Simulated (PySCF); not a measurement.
NMR data sheet: CH10N2OSi3

* Formula: CH10N2OSi3
* SMILES: O=CN[SiH2]N([SiH3])[SiH3]
* InChI: InChI=1S/CH10N2OSi3/c4-1-2-7-3(5)6/h1H,7H2,5-6H3,(H,2,4)
* Point group of the computed structure: C1
* Degrees of unsaturation: 1
* Carbon signals: 1
* Proton signals: 4

Molfile (atoms numbered from 1):
```
CH10N2OSi3
     RDKit          3D

 17 16  0  0  0  0  0  0  0  0999 V2000
    3.4616   -0.8823    0.0039 O   0  0  0  0  0  0  0  0  0  0  0  0
    3.0425    0.0857    0.5907 C   0  0  0  0  0  0  0  0  0  0  0  0
    1.7411    0.3893    0.6144 N   0  0  0  0  0  0  0  0  0  0  0  0
    0.7159   -0.7329   -0.2621 Si  0  0  0  0  0  4  0  0  0  0  0  0
   -0.8883   -0.0804   -0.1032 N   0  0  0  0  0  0  0  0  0  0  0  0
   -2.2059   -1.2102    0.0762 Si  0  0  0  0  0  4  0  0  0  0  0  0
   -1.2427    1.5952   -0.4450 Si  0  0  0  0  0  4  0  0  0  0  0  0
    3.7030    0.7785    1.1426 H   0  0  0  0  0  0  0  0  0  0  0  0
    1.4207    1.1998    1.1173 H   0  0  0  0  0  0  0  0  0  0  0  0
    1.1362   -0.7528   -1.6601 H   0  0  0  0  0  0  0  0  0  0  0  0
    0.7789   -2.0198    0.4156 H   0  0  0  0  0  0  0  0  0  0  0  0
   -2.3872   -1.9386   -1.1812 H   0  0  0  0  0  0  0  0  0  0  0  0
   -3.3994   -0.4333    0.4034 H   0  0  0  0  0  0  0  0  0  0  0  0
   -1.8754   -2.1335    1.1587 H   0  0  0  0  0  0  0  0  0  0  0  0
    0.0086    2.3006   -0.7242 H   0  0  0  0  0  0  0  0  0  0  0  0
   -2.1330    1.6846   -1.6038 H   0  0  0  0  0  0  0  0  0  0  0  0
   -1.8838    2.1620    0.7460 H   0  0  0  0  0  0  0  0  0  0  0  0
  1  2  2  0
  2  3  1  0
  3  4  1  0
  4  5  1  0
  5  6  1  0
  5  7  1  0
  2  8  1  0
  3  9  1  0
  4 10  1  0
  4 11  1  0
  6 12  1  0
  6 13  1  0
  6 14  1  0
  7 15  1  0
  7 16  1  0
  7 17  1  0
M  END
```

No relativistic terms, one averaged value for each set of equivalent atoms, no solvent model, a single conformation. Shielding tensors at PBE0/pcSseg-1 (GIAO); structure optimised with GFN2-xTB; PySCF.

δ = σ(ref) − σ, references computed at the same level: TMS for $^{1}$H and $^{13}$C and $^{29}$Si; $^{15}$N vs NH3; H2O for $^{17}$O.

| carbon | δC, type | δH (multiplicity) | HMBC from (2–3 bonds) | span of the C tensor (ppm) |
| --- | --- | --- | --- | --- |
| C2 | 167.9, CH | 8.38 (s) | H10/H11 | 165 |

Other nuclei:
| atoms | nucleus | environment | δ (ppm) | σ (ppm) |
| --- | --- | --- | --- | --- |
| H10/H11 | $^{1}$H | hydrogen on a silicon bonded to 2 N | 5.36 | 26.36 |
| H12/H13/H14/H15/H16/H17 | $^{1}$H | hydrogen on a silicon bonded to N | 4.76 | 26.95 |
| H9 | $^{1}$H | hydrogen on an amide-type nitrogen | 4.40 | 27.32 |
| Si4 | $^{29}$Si | silicon bonded to 2 N, 2 H | -32.8 | 382.0 |
| Si6/Si7 | $^{29}$Si | silicon bonded to N, 3 H | -51.9 | 401.0 |
| N3 | $^{15}$N | amide-type nitrogen | 133.5 | 134.3 |
| N5 | $^{15}$N | nitrogen bonded to 3 Si | -12.3 | 280.1 |
| O1 | $^{17}$O | amide-type carbonyl oxygen | 445.0 | -108.9 |

δC 167.9: amide carbonyl carbon; lone-pair donation from the attached heteroatom keeps it upfield of a ketone carbonyl. δH 8.38: hydrogen on an amide carbonyl carbon. δH 5.36: hydrogen on a silicon bonded to 2 N. δH 4.76: hydrogen on a silicon bonded to N. δH 4.40: hydrogen on an amide-type nitrogen; labile proton, position sensitive to the medium.

OH/NH shifts are gas-phase values; hydrogen bonding in solution moves them, usually downfield. Shifts are as computed. Against solution values, carbons near 30 ppm lie about +3 ppm off and those near 130 ppm about +5 ppm. Of 1309 compounds with measured shifts, 239 miss one by over three times the rms of a fit or turn the order of signals round; such compounds aren't used in these exercises. Hydrogen bonding in solution shields acid and N–H amide carbonyl oxygens by tens of ppm. Hydrogen bonding in solution deshields acid and N–H amide carbonyl carbons by as much as 10 ppm beyond these values. Unscaled 17O shifts of doubly bonded oxygen tend to come out too high, by tens of ppm or more. Experimental scales use liquid or dissolved standards, which lie at an offset from isolated NH3 (liquid NH3: subtract about 20 ppm) and H2O (liquid H2O: subtract about 36 ppm). Multiplicities follow the n + 1 count of equivalent neighbours, as no J values were calculated; m marks all less simple cases, F and P coupling included.
